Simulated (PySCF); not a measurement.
Vibration and rotation of CaO

r²SCAN constants of CaO, ¹Σ⁺ (singlet), closed shell (PySCF, no relativity, basis sets Ca 6-31G(d,p), O 6-31G(d,p); masses 39.9626 and 15.9949 u):

* ωe: 805.7 cm⁻¹
* ωexe: 3.48 cm⁻¹
* Be: 0.45164 cm⁻¹
* αe: 0.00256 cm⁻¹
* De to Ca + O: 4.98 eV

Q: What force constant and bond length do these constants imply?

A: Reduced mass μred = 11.423 u; k = 5.8918×10⁻⁷·μred·ωe² (u, cm⁻¹, mdyn/Å) = 4.37 mdyn/Å; Re = √(16.8576/(μred·Be)) (u, cm⁻¹, Å) = 1.808 Å.

Q: Estimate the centrifugal constant D from the Kratzer relation and find the Dunham coefficient a1.

A: D = 4Be³/ωe² = 5.68e-07 cm⁻¹; a1 = −1 − αeωe/(6Be²) = -2.69.
